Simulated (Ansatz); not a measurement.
Two structures of CH$_{6}$OZn, closed shell, reached by relaxing down either side of one saddle point (PBE0-D4/def2-TZVP). Energies are electronic, without zero-point energy. Computed with Ansatz 0.2.0 (basis: def2-TZVPP and def2-QZVPP); correlated methods freeze the cores. The 3s and 3p shells of Cu and Zn are frozen; filled d shells are correlated. Extrapolation: Hartree–Fock as exp(−7.88 √X), correlation as X^−2.97. First:

```xyz
9
angstrom
Zn -0.1621 0.3430 -1.0250
H -0.0651 -0.1343 -2.5059
C -0.3237 1.3200 0.6635
H 0.6844 -2.3862 -0.7488
O 0.2435 -1.7955 -0.1325
H -1.0923 0.8685 1.2984
H -0.5915 2.3687 0.5145
H 0.6179 1.2998 1.2219
H 0.6892 -1.8841 0.7140
```

Second:

Zn1  (0.167, -0.362, 0.497)
H2  (-0.082, -0.655, -2.697)
C3  (-0.368, 1.446, 0.860)
H4  (0.147, -1.230, -2.276)
O5  (0.647, -2.022, 0.057)
H6  (-1.369, 1.474, 1.296)
H7  (-0.381, 2.027, -0.064)
H8  (0.323, 1.924, 1.556)
H9  (0.916, -2.603, 0.770)
(Å)

Problem. Which bonds change from the first to the second?

Solution. CH₄Zn ([CH3][ZnH]) + H₂O → CH₄OZn ([CH3][Zn][OH]) + H₂; bonds formed: Zn1–O5, H2–H4; bonds broken: Zn1–H2, H4–O5.

Problem. Give the saddle point's structure and its height above each. (Judge from chemistry; the value comes from the calculation.)

Solution. Computed: 24.18 kcal/mol above the first and 26.95 kcal/mol above the second (CCSD(T) at an estimated basis limit (MP2 extrapolated from triple and quadruple zeta, plus CCSD(T) − MP2 in triple zeta)).
Zn1  (-0.056, -0.139, -0.211)
H2  (0.136, -0.769, -1.962)
C3  (-0.403, 1.513, 0.747)
H4  (0.336, -1.547, -1.361)
O5  (0.308, -2.084, -0.203)
H6  (-1.332, 1.430, 1.315)
H7  (-0.494, 2.352, 0.056)
H8  (0.406, 1.727, 1.449)
H9  (1.100, -2.482, 0.170)
(Å)

T1 diagnostic: at most 0.016.

The step is the kind of ligand exchange by which a precursor binds to a hydroxyl group, or is hydrolysed, in atomic layer deposition of oxides.

Labels in which every atom is bracketed show which atoms are joined, not bond orders.

For scale, one of the runs: CCSD(T)/def2-TZVPP, 210 basis functions, launched by `ansatz run in.yaml --threads 4 --pin off --events-out ev --progress --plain --max-ram 9574MiB`. The run took 66 s on 4 CPU threads of an Arm Neoverse V1 (shared host), with 2.9 GiB of host memory at its peak.
